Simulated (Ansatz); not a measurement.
Consider the redistribution: `C[SiH](Cl)N=C=O` + `C[SiH2][Al]([F])[F]` → `C[SiH2][SiH](C)Cl` + `O=C=[N][Al]([F])[F]`.

Calculated with Ansatz (gas phase, PBE0-D4/def2-TZVP geometries, no zero-point term in ΔE). CCSD(T)/CBS adds triple-zeta CCSD(T) − MP2 to the extrapolated MP2 energy (def2 sets, frozen cores). This one scheme is used for every species. Functionals use def2-TZVPP. B3LYP here is the variant with VWN-RPA as its local correlation; programs differ in this. Each species was taken in one conformer, which may not be the lowest.

`C[SiH](Cl)N=C=O`:

Cartesian coordinates in Å:
```
C 1.172 -0.229 -1.096
Si -0.499 0.203 -0.441
Cl -1.831 -1.295 -0.889
N -0.418 0.385 1.255
C -0.802 0.263 2.381
O -1.131 0.168 3.492
H 1.523 -1.167 -0.662
H 1.888 0.559 -0.848
H 1.138 -0.341 -2.182
H -1.040 1.454 -1.010
```

`C[SiH2][Al]([F])[F]`:

```xyz
10

C    -0.675   -0.595   -1.342
Si    0.167   -0.718    0.331
Al    0.652    1.466    1.294
F     0.212    2.856    0.529
F     1.429    1.638    2.735
H    -0.043   -0.064   -2.058
H    -0.880   -1.591   -1.740
H    -1.620   -0.055   -1.264
H    -0.691   -1.466    1.295
H     1.449   -1.471    0.220
```

`C[SiH2][SiH](C)Cl`:

Z-matrix (Å, degrees):
```
C
Si 1 1.874
H 1 1.092 2 110.8
H 1 1.092 2 110.2 3 -119.6
H 1 1.092 2 110.9 3 120.3
Si 2 2.341 1 111.0 3 62.3
H 2 1.492 1 110.8 3 -58.7
H 2 1.491 1 110.7 3 -177.8
Cl 6 2.079 2 106.6 1 52.0
C 6 1.864 2 114.1 1 171.9
H 6 1.489 2 111.2 1 -62.9
H 10 1.094 6 110.0 2 63.2
H 10 1.092 6 110.8 2 -56.6
H 10 1.092 6 110.7 2 -177.1
```

`O=C=[N][Al]([F])[F]`:

Cartesian coordinates in Å:
```
O -0.259 -2.799 0.757
C -0.152 -1.682 0.456
N -0.040 -0.531 0.146
Al 0.105 1.140 -0.309
F 1.450 1.681 -1.054
F -1.103 2.191 0.003
```

Question: Is it downhill or uphill in electronic energy at CCSD(T)/CBS, and by how much? (Best estimate.)

Answer: The calculation gave: Downhill: ΔE = -5.8 kcal/mol.

Question: What do these levels give: PBE0-D4, B3LYP, HF/def2-TZVPP, SCS-MP2/def2-TZVPP, HF/CBS(def2), MP2/CBS(def2)? (Best estimate.)

Answer: Computed: PBE0-D4 -5.3, B3LYP -4.6, HF/def2-TZVPP -6.2, SCS-MP2/def2-TZVPP -6.1, HF/CBS(def2) -6.1, MP2/CBS(def2) -6.0 kcal/mol.

Largest T1 diagnostic among the species: 0.015.

From PBE to PBE0 (25 % exact exchange), in def2-TZVPP and without D4, ΔE moves by −0.8 kcal/mol. The D4 term adds −1.0 kcal/mol with B3LYP and −0.6 kcal/mol with PBE0; it sums over pairs of atoms, weighted by their polarisabilities, and B3LYP, whose exchange is more repulsive, gets the larger term.
